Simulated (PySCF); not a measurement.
`CC(C)O[C@@H]1CBCCC1`. Level of theory: PBE0-D3(BJ)/def2-SVP geometry optimisation, gas phase (PySCF 2.14.0).

```
atom  x, y, z in Å
C1    -3.2458   -0.7595   -0.4861
C2    -2.1303    0.2407   -0.2567
C3    -2.5635    1.3988    0.6307
O4    -1.0564   -0.4638    0.3299
C5     0.2316    0.0652    0.1066
C6     0.7827   -0.3255   -1.2622
B7     2.3371   -0.2490   -1.4219
C8     3.2436   -0.2500   -0.1487
C9     2.5388    0.1414    1.1509
C10    1.1254   -0.4224    1.2374
H11   -3.5520   -1.2063    0.4725
H12   -2.9025   -1.5703   -1.1447
H13   -4.1232   -0.2785   -0.9433
H14   -1.8156    0.6451   -1.2400
H15   -3.3919    1.9614    0.1733
H16   -1.7352    2.1025    0.8035
H17   -2.8967    1.0174    1.6083
H18    0.1937    1.1733    0.1670
H19    0.2384    0.1506   -2.0943
H20    0.5945   -1.4146   -1.3992
H21    2.8359   -0.3237   -2.5268
H22    3.5570   -1.3182   -0.1035
H23    4.1918    0.2925   -0.2990
H24    2.4857    1.2432    1.2149
H25    3.1220   -0.1779    2.0302
H26    1.1468   -1.5272    1.2100
H27    0.6503   -0.1468    2.1917
```

Which two atoms are farthest apart?

H13···H23, 8.36 Å; the next longest distance is 7.93 Å.

Give the dihedral angles H22–C8–C9–H25, H21–B7–C8–C9, C10–C5–C6–B7, H19–C6–B7–H21, H23–C8–C9–H25, C6–B7–C8–H22.

H22–C8–C9–H25 48° (synclinal); H21–B7–C8–C9 168° (antiperiplanar); C10–C5–C6–B7 -38° (synclinal); H19–C6–B7–H21 -35° (synclinal); H23–C8–C9–H25 -67° (synclinal); C6–B7–C8–H22 99° (anticlinal). Dihedral signs follow IUPAC: positive where, seen along the central bond, the front bond turns clockwise onto the rear one.

Where is the centre of mass (commonest isotopes), and what is the radius of gyration?

Mass 140.137 u; centre at (0.051, -0.060, 0.010) Å; Rg = √(Σ m r²/M) = 2.486 Å. As Ia + Ib + Ic = 2 Σ m r², the three principal moments sum to 1732.8 u·Å².

Work out the bond lengths C1–C2, C1–H11, C1–H12, C2–C3, C3–H15, C5–H18, C8–C9, C8–H22 in Å.

For C1–C2 the difference vector is (1.1155, 1.0002, 0.2294) Å, of length 1.5157 Å. C1–C2 1.516; C1–H11 1.101; C1–H12 1.100; C2–C3 1.522; C3–H15 1.101; C5–H18 1.110; C8–C9 1.529; C8–H22 1.114 Å.

What are the angles C2–C1–H11, O4–C5–C6, B7–C6–H19, C8–B7–H21, B7–C8–H23, B7–C8–C9, C9–C8–H23, C10–C9–H24?

From the scalar product of the two bond vectors; for C2–C1–H11 it is -0.5686 Å² over 1.5157 × 1.1010 Å², cos θ = -0.3407. C2–C1–H11 109.9°; O4–C5–C6 112.1°; B7–C6–H19 113.1°; C8–B7–H21 120.2°; B7–C8–H23 112.8°; B7–C8–C9 115.1°; C9–C8–H23 112.7°; C10–C9–H24 108.7°.

What is the repulsion energy of the bare nuclei, Σ ZA·ZB/RAB?

550.11 Eh over 351 pairs, with full nuclear charges and distances in bohr; the largest single term is 18.01 Eh (O4 with C5).

How far apart are these pairs, which share no bond: C2···H15, C5···H11, C5···H20, H20···H26, H25···H27?

C2···H15 2.177 Å (2 bonds apart); C5···H11 4.008 Å (4 bonds apart); C5···H20 2.142 Å (2 bonds apart); H20···H26 2.669 Å (4 bonds apart); H25···H27 2.477 Å (3 bonds apart).

How far are the heavy atoms from their best plane (unweighted least squares)?

0.507 Å rms; C1 0.72, C2 0.23, C3 1.05, O4 0.55, C5 0.09, C6 0.16, B7 0.37, C8 0.04, C9 0.01, C10 0.65 Å (magnitudes).

Write the matrix of distances between heavy atoms (Å, lower triangle).

```
C1    0.000
C2    1.516  0.000
C3    2.524  1.522  0.000
O4    2.355  1.412  2.415  0.000
C5    3.623  2.396  3.141  1.410  0.000
C6    4.125  3.133  4.213  2.436  1.526  0.000
B7    5.684  4.643  5.563  3.825  2.621  1.564  0.000
C8    6.518  5.397  6.087  4.332  3.039  2.702  1.563  0.000
C9    6.079  4.878  5.281  3.737  2.534  3.021  2.610  1.529  0.000
C10   4.711  3.643  4.158  2.363  1.522  2.525  2.927  2.537  1.524  0.000
```

No frequency check. The numbers are those of one conformer.
